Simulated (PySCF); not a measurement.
Choosing a molecule for a target property.

Species are written as SMILES; each is one conformer at its optimised geometry, gas phase, non-relativistic unless stated. Electronic properties by PySCF.

The conformers computed, where there is a choice (atom-mapped SMILES and torsion angles):
- `[CH2:1]=[C:2]([CH3:3])[C:4](=[CH2:5])[C:6]([CH3:7])([CH3:8])[CH3:9]`: C1–C2–C4–C5 97°, C2–C4–C6–C7 -170°
- `[CH2:1]=[CH:2][c:3]1[cH:4][cH:5][s:6][cH:7]1`: C1–C2–C3–C4 0°
- `[O:1]=[C:2]1[O:3][CH2:4][C@H:5]1[CH2:6][SiH3:7]`: C4–C5–C6–Si7 166°

The conformers of `C[C@@H]1CC[C@H]2CCC[C@H]21` and `C1CCC(C2CC2)CC1` aren't listed.

(1) Wanted: HOMO energy above -8 eV (CAM-B3LYP/def2-SVPD) and lowest singlet excitation below 7 eV (TDDFT CAM-B3LYP/def2-SVPD), at PBE0-D3(BJ)/def2-SVP geometries. Which candidate meets both?
A. `[SiH3]C[C@H]1C(=O)OC1`
B. `C1CCC(C2CC2)CC1`
C. `C(=O)=N[Si](F)(C)F`
D. `C=CC1=CSC=C1`
E. `[C]=C=C=C=C=C=C=C=[C]` [singlet]
F. `C=C(C)C(=C)C(C)(C)C`
G. `C1C[C@@H]2CC[C@@H](C)[C@@H]2C1`

(2) Wanted: HOMO–LUMO gap below 10 eV (CAM-B3LYP/def2-SVPD) and electronic spatial extent ⟨r²⟩ about the centre of nuclear charge below 1200 bohr² (CAM-B3LYP/def2-SVPD), at PBE0-D3(BJ)/def2-SVP geometries. Which candidate meets both?
A. `C=C(C)C(=C)C(C)(C)C`
B. `C([SiH3])[C@@H]1COC1=O`
C. `[C]=C=C=C=C=C=C=C=[C]` [singlet]
D. `C=CC1=CSC=C1`
E. `C[Si](F)(F)N=C=O`

(3) Wanted: static isotropic polarisability between 70 au and 104 au (CAM-B3LYP/def2-SVPD) and lowest triplet excitation (Tamm–Dancoff) above 4 eV (TDA CAM-B3LYP/def2-SVPD), at PBE0-D3(BJ)/def2-SVP geometries. Which candidate meets both?
A. `C=Cc1ccsc1`
B. `[C]=C=C=C=C=C=C=C=[C]` [singlet]
C. `CC(C(C(=C)C)=C)(C)C`
D. `C[C@@H]1CC[C@H]2CCC[C@H]21`
E. `C[Si](F)(F)N=C=O`

## Answers

(1) D. Computed values:
```
                        species  HOMO energy  lowest singlet excitation
             C(=O)=N[Si](F)(C)F    -10.78 eV                    7.40 eV
 C1C[C@@H]2CC[C@@H](C)[C@@H]2C1     -9.78 eV                    8.41 eV
          [SiH3]C[C@H]1C(=O)OC1     -9.63 eV                    5.92 eV
                C1CCC(C2CC2)CC1     -9.13 eV                    7.83 eV
[C]=C=C=C=C=C=C=C=[C] [singlet]     -9.02 eV                    1.15 eV
            C=C(C)C(=C)C(C)(C)C     -8.33 eV                    6.42 eV
                   C=CC1=CSC=C1     -7.65 eV                    5.34 eV
```

(2) D. Computed values:
```csv
species,HOMO–LUMO gap,electronic spatial extent ⟨r²⟩ about the centre of nuclear charge
[C]=C=C=C=C=C=C=C=[C] [singlet],4.60 eV,2272 bohr²
C=CC1=CSC=C1,7.86 eV,953 bohr²
C=C(C)C(=C)C(C)(C)C,9.55 eV,1325 bohr²
C([SiH3])[C@@H]1COC1=O,10.36 eV,1054 bohr²
C[Si](F)(F)N=C=O,11.39 eV,1011 bohr²
```

(3) D. Computed values:
```
                        species  static isotropic polarisability  lowest triplet excitation (Tamm–Dancoff)
               C[Si](F)(F)N=C=O                          55.5 au                                   6.70 eV
                     C=Cc1ccsc1                          91.5 au                                   3.26 eV
     C[C@@H]1CC[C@H]2CCC[C@H]21                          99.9 au                                   8.11 eV
            CC(C(C(=C)C)=C)(C)C                         108.3 au                                   4.21 eV
[C]=C=C=C=C=C=C=C=[C] [singlet]                         209.4 au                                   1.08 eV
```
